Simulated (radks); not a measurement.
Values are calculated unless marked as measured or tabulated.
All-electron atom: Pb III in [Hg].

Code: a radial shooting solver on a logarithmic mesh with Libxc functionals. Model: Dirac Kohn-Sham, LDA (Slater exchange, Perdew-Wang correlation), spin-unpolarised, spherical densities, finite nucleus; Fermi nuclear charge, rms radius 5.5012 fm.

Energy parts (hartree):
total: -20910.6146
kinetic: 24307.7176
electron-nucleus: -52861.8369
Hartree: 8021.8255
exchange-correlation: -378.3208

Orbitals (lengths in bohr, moments of r in powers of bohr; r(max) is where P^2 peaks; r(90%) holds 90 % of the orbital's charge):
| orbital | occ. | eigenvalue (hartree) | r(90%) | r(max) | small-component weight |
|---|---|---|---|---|---|
| 1s1/2 | 2 | -3229.003 | 0.0294 | 0.009854 | 9.77e-02 |
| 2s1/2 | 2 | -577.6621 | 0.105 | 0.05743 | 2.25e-02 |
| 2p1/2 | 2 | -555.2073 | 0.0918 | 0.04199 | 2.27e-02 |
| 2p3/2 | 4 | -474.8381 | 0.104 | 0.04971 | 1.99e-02 |
| 3s1/2 | 2 | -139.1140 | 0.256 | 0.1616 | 7.58e-03 |
| 3p1/2 | 2 | -128.8922 | 0.248 | 0.1504 | 7.54e-03 |
| 3p3/2 | 4 | -110.9649 | 0.271 | 0.1661 | 6.74e-03 |
| 3d3/2 | 4 | -93.99486 | 0.244 | 0.1288 | 6.63e-03 |
| 3d5/2 | 6 | -90.17607 | 0.251 | 0.1331 | 6.42e-03 |
| 4s1/2 | 2 | -31.94439 | 0.552 | 0.3630 | 2.62e-03 |
| 4p1/2 | 2 | -27.50976 | 0.560 | 0.3603 | 2.52e-03 |
| 4p3/2 | 4 | -23.11198 | 0.609 | 0.3921 | 2.21e-03 |
| 4d3/2 | 4 | -15.84602 | 0.633 | 0.3832 | 2.01e-03 |
| 4d5/2 | 6 | -15.02496 | 0.649 | 0.3929 | 1.93e-03 |
| 5s1/2 | 2 | -5.90960 | 1.22 | 0.7893 | 7.08e-04 |
| 4f5/2 | 6 | -5.60762 | 0.716 | 0.3471 | 1.57e-03 |
| 4f7/2 | 8 | -5.42255 | 0.726 | 0.3516 | 1.54e-03 |
| 5p1/2 | 2 | -4.38820 | 1.31 | 0.8269 | 6.21e-04 |
| 5p3/2 | 4 | -3.55827 | 1.45 | 0.9046 | 5.22e-04 |
| 5d3/2 | 4 | -1.45725 | 1.92 | 1.054 | 3.30e-04 |
| 5d5/2 | 6 | -1.36047 | 1.99 | 1.087 | 3.08e-04 |
| 6s1/2 | 2 | -1.02334 | 3.13 | 1.920 | 1.15e-04 |

The highest occupied level is 6s1/2 at -27.846 eV. For comparison, the ionisation energy in NIST's Atomic Spectra Database is 31.937 eV (measured). In exact Kohn-Sham theory the highest level is minus the ionisation energy, but local and semilocal functionals leave it too shallow, through self-interaction and a potential that decays too fast; potentials with the right tail come closer. Summed over all electrons, <r^2> = 45.82 bohr^2, which gives a Langevin (diamagnetic) susceptibility term of -36.3 x 10^-6 cm^3/mol.
